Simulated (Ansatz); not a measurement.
Isolated molecules relaxed with PBE0-D4/def2-TZVP in Ansatz; ΔE leaves out vibrations. CCSD(T)/CBS is the MP2 limit (def2-TZVPP, def2-QZVPP) plus CCSD(T) − MP2 in def2-TZVPP, frozen cores. This one scheme is used for every species. DFT in def2-TZVPP. Elements past krypton have def2 core potentials. For In outer-core shells are correlated without core-valence functions, which leaves a few kJ/mol of doubt a bond.

Consider the ligand exchange at the In–O bond: `[OH][InH2]` + `C=N` → `C=[N][InH2]` + H₂O.

```tsv
species	PBE0-D4 energy (Eh)
`[OH][InH2]`	-267.10468
`C=N`	-94.55263
`C=[N][InH2]`	-285.26014
H₂O	-76.38097
```

Work out ΔE.

ΔE = (-285.26014) + (-76.38097) − (-267.10468) − (-94.55263) = 0.01620 Eh = +42.5 kJ/mol. CCSD(T)/CBS gives +44.0 kJ/mol.

What do rigid-rotor, harmonic-oscillator terms from PBE0-D4/def2-TZVP frequencies (298.15 K, 1 bar) make of the CCSD(T)/CBS value? (An estimate is asked.)

The calculation gave: ΔZPE = -7.4 kJ/mol, ΔH = +39.9 kJ/mol, ΔS = -3 J/(mol·K), ΔG = +40.8 kJ/mol.

Largest T1 diagnostic among the species: 0.017.

From PBE to PBE0 (25 % exact exchange), in def2-TZVPP and without D4, ΔE moves by −3.7 kJ/mol. The D4 term adds −4.5 kJ/mol with B3LYP and −2.4 kJ/mol with PBE0; it sums over pairs of atoms, weighted by their polarisabilities, and B3LYP, whose exchange is more repulsive, gets the larger term.

B3LYP here is the variant with VWN-RPA as its local correlation; programs differ in this.
